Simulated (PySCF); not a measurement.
AlF2GeH3. Atoms are numbered in the order given.

```xyz
7

Al     0.5194    -0.5744     0.7544
F      2.1289    -0.9574     0.6308
F     -0.2651    -1.1377     2.1037
Ge    -0.6492     0.7280    -0.9511
H     -1.5309     1.8066    -0.2973
H      0.3451     1.4101    -1.9054
H     -1.5662    -0.1900    -1.7809
```
Charge 0, spin multiplicity 1.

The structure is a stationary point at PBE0-D3(BJ)/def2-SVP.

Method: PBE0-D3(BJ)/def2-SVP (PySCF 2.14.0).

Frequencies are harmonic and unscaled.

A small imaginary wavenumber (i) marks a very flat motion, where grid noise or a shallow saddle decides the sign.

Computed vibrational spectrum:
```json
[
 {"mode": "1", "ν (cm⁻¹)": "20i", "IR (km/mol)": "0.1", "moving atoms (share of kinetic energy)": "H 92 %"},
 {"mode": "2", "ν (cm⁻¹)": "115", "IR (km/mol)": "5.0", "moving atoms (share of kinetic energy)": "F 65 %, Al 20 %"},
 {"mode": "3", "ν (cm⁻¹)": "195", "IR (km/mol)": "27.3", "moving atoms (share of kinetic energy)": "F 68 %, Ge 28 %"},
 {"mode": "4", "ν (cm⁻¹)": "204", "IR (km/mol)": "51.3", "moving atoms (share of kinetic energy)": "Al 58 %, F 29 %, H 12 %"},
 {"mode": "5", "ν (cm⁻¹)": "346", "IR (km/mol)": "29.7", "moving atoms (share of kinetic energy)": "Al 44 %, F 39 %, Ge 16 %"},
 {"mode": "6", "ν (cm⁻¹)": "437", "IR (km/mol)": "0.3", "moving atoms (share of kinetic energy)": "H 84 %, Al 10 %"},
 {"mode": "7", "ν (cm⁻¹)": "442", "IR (km/mol)": "5.0", "moving atoms (share of kinetic energy)": "H 90 %"},
 {"mode": "8", "ν (cm⁻¹)": "783", "IR (km/mol)": "262.5", "moving atoms (share of kinetic energy)": "H 78 %, F 12 %, Al 8 %"},
 {"mode": "9", "ν (cm⁻¹)": "816", "IR (km/mol)": "24.4", "moving atoms (share of kinetic energy)": "F 51 %, Al 28 %, H 19 %"},
 {"mode": "10", "ν (cm⁻¹)": "882", "IR (km/mol)": "15.5", "moving atoms (share of kinetic energy)": "H 97 %"},
 {"mode": "11", "ν (cm⁻¹)": "884", "IR (km/mol)": "34.9", "moving atoms (share of kinetic energy)": "H 99 %"},
 {"mode": "12", "ν (cm⁻¹)": "945", "IR (km/mol)": "116.6", "moving atoms (share of kinetic energy)": "Al 50 %, F 47 %"},
 {"mode": "13", "ν (cm⁻¹)": "2150", "IR (km/mol)": "57.1", "moving atoms (share of kinetic energy)": "H 99 %"},
 {"mode": "14", "ν (cm⁻¹)": "2159", "IR (km/mol)": "80.4", "moving atoms (share of kinetic energy)": "H 99 %"},
 {"mode": "15", "ν (cm⁻¹)": "2167", "IR (km/mol)": "91.0", "moving atoms (share of kinetic energy)": "H 98 %"}
]
```
